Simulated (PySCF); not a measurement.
**Dipole moment and polarisability of Te(GeH3)2**

Compound: Te(GeH3)2.
Structure used (PBE0-D3(BJ)/def2-SVP), in Å, numbered top down from 1:
```
atom  x, y, z in Å
Te1    0.0146   -0.0575   -1.8365
Ge2    1.8338   -0.0227   -0.0330
H3     1.6233    1.1895    0.8928
H4     3.1847    0.0887   -0.7582
H5     1.7761   -1.3148    0.8011
Ge6   -1.8034    0.0038   -0.0312
H7    -3.1534   -0.1422   -0.7498
H8    -1.7473    1.3413    0.7289
H9    -1.5957   -1.1556    0.9602
```

Level: CAM-B3LYP/def2-SVPD (PySCF), static field, nuclei fixed, core orbitals frozen in the response. The polarisability tensor in these axes (au):

```
x   131.78  -0.26  -0.03
y    -0.26  89.35   0.57
z    -0.03   0.57 110.81
```

Problem. Give the principal values, the mean and the anisotropy Δα = √{½[(α1 − α2)² + (α2 − α3)² + (α1 − α3)²]}.

Solution. Principal values 89.34, 110.83 and 131.78 au; mean 110.65 au = 16.40 Å³ = 18.24 × 10⁻⁴⁰ C²·m²/J; Δα = 36.76 au (33 % of the mean).

Problem. What is the dipole moment, and where does it point?

Solution. (0.00, 0.02, 0.88) D, 0.88 D in size, pointing from the negative to the positive side. Measured along this direction, the outermost atoms are Te1 at the negative end and H9 and H3 at the positive end.

Problem. Rayleigh depolarisation ratio (linearly polarised light, static tensor)?

Solution. ρ = 3Δα²/(45ᾱ² + 4Δα²) = 4053.8/(550935 + 5405.0) = 0.00729.

Problem. Form Σ f/ω² (atomic units) for the 15 lowest TDDFT singlets, given as eV and f, and set it beside the mean polarisability, which is this sum over all singlets: 3.96, 0.0000; 4.52, 0.0185; 5.63, 0.0208; 5.73, 0.0021; 5.99, 0.0127; 6.42, 0.0501; 6.46, 0.0283; 6.54, 0.0073; 6.57, 0.1246; 6.58, 0.0273; 6.74, 0.0271; 7.10, 0.7754; 7.15, 0.1372; 7.35, 0.0079; 7.36, 0.0979.

Solution. They add up to 20.86 au, 18.9 % of the 110.65 au; the largest single term is 11.39 au, from the state at 7.10 eV. Terms in order: 0.00, 0.67, 0.48, 0.05, 0.26, 0.90, 0.50, 0.13, 2.14, 0.47, 0.44, 11.39, 1.99, 0.11, 1.34 au. Higher excitations give the rest. The strengths listed sum to 1.337.

Problem. Find the Langevin capture rate constant for NO+ (29.998 u) meeting this molecule (283.796 u), k = 2.342 × 10⁻⁹ cm³/s × √(α in Å³ / reduced mass in u).

Solution. The reduced mass is 27.13 u, so k = 1.82 × 10⁻⁹ cm³/s. The formula leaves out the permanent dipole, which adds to the capture rate.

Problem. In a dilute gas of rigid molecules at 500 K, how does the orientational term μ²/3kT compare with the electronic polarisability?

Solution. In Gaussian units μ²/3kT = 3.76 Å³ against 16.40 Å³, a ratio of 0.23; the Debye molar polarisation (4π/3)N_A(α + μ²/3kT) is 50.8 cm³/mol, leaving out the vibrational part.

Problem. Refractivity n − 1 of an ideal gas of it at 500 K and 1 atm, from the electronic α?

Solution. N = p/kT = 1.4678 × 10¹⁹ cm⁻³, so n − 1 = 2π × N × 16.40 × 10⁻²⁴ cm³ = 1512 × 10⁻⁶ at long wavelengths, for an ideal gas.

Geometry: PBE0-D3(BJ)/def2-SVP; no solvent, vibrations or thermal averaging. Atoms past krypton carry effective core potentials; spin–orbit coupling is left out. The calculation is non-relativistic apart from the core potentials, for germanium too.

The run behind these numbers computed excited states and ΔSCF ions as well. Time: 2.4 min (with the writing of density and orbital grids); peak memory 0.79 GiB. Hardware: one thread of an Intel Xeon at 2.50 GHz, shared host with 64 logical CPUs at a one-minute load of 49.
